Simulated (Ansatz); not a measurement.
Born–Oppenheimer molecular dynamics of B₂ClH₂IO (7 atoms, charge 0, multiplicity 1). It starts at the highest image of a converged band. Of that band: Neighbouring images differ by up to 2.3 eV, so the band resolves the path poorly. A vibrational analysis at the climbing image gives 2 clearly imaginary modes (1485i, 102i cm⁻¹): a point of higher order, so a lower path passes nearby.

Computed with Ansatz, UKS PBE/def2-SVP.

```yaml
ensemble: NVE (velocity Verlet)
time_step: 0.5 fs
steps_asked: 200
starting_velocities_drawn_for: 300 K
seed: 11746
```

First frame:

```xyz
7
Properties=species:S:1:pos:R:3
B 0.530 -0.114 0.641
O -0.954 0.213 0.511
B -0.285 -0.236 -0.758
Cl -0.918 -1.713 -1.526
I 0.461 1.506 -1.937
H -0.165 0.519 1.542
H 1.392 -0.242 1.482
```

Question: How far do the bonds stretch over the last three quarters of this one trajectory? (Pairs bonded in most of those frames.)

Answer: 
| bond | mean (Å) | spread (Å) | shortest | longest |
| --- | --- | --- | --- | --- |
| B1–O2 | 1.414 | 0.113 | 1.24 | 1.64 |
| B1–B3 | 1.756 | 0.147 | 1.49 | 2.08 |
| B1–H7 | 1.233 | 0.048 | 1.14 | 1.35 |
| O2–H6 | 1.001 | 0.041 | 0.92 | 1.10 |
| B3–Cl4 | 1.790 | 0.084 | 1.64 | 1.93 |
| B3–I5 | 2.247 | 0.072 | 2.14 | 2.36 |

Mean temperature of the second half: 2853 K. The conserved energy stayed within 0.61 meV per atom of its start (net change -0.017 meV per atom), so the integration is sound. The system heated up, since it started high on the potential surface and ran downhill. A run of 0.1 ps of so small a system gives no equilibrium averages. The orbitals stay closed-shell, which can raise the energy where a bond breaks towards radicals; this wasn't checked here.

The run took 6.7 min on 2 threads of Intel(R) Xeon(R) Platinum 8375C CPU @ 2.90GHz (Ice Lake), with other jobs on the host, peak memory 0.2 GiB.
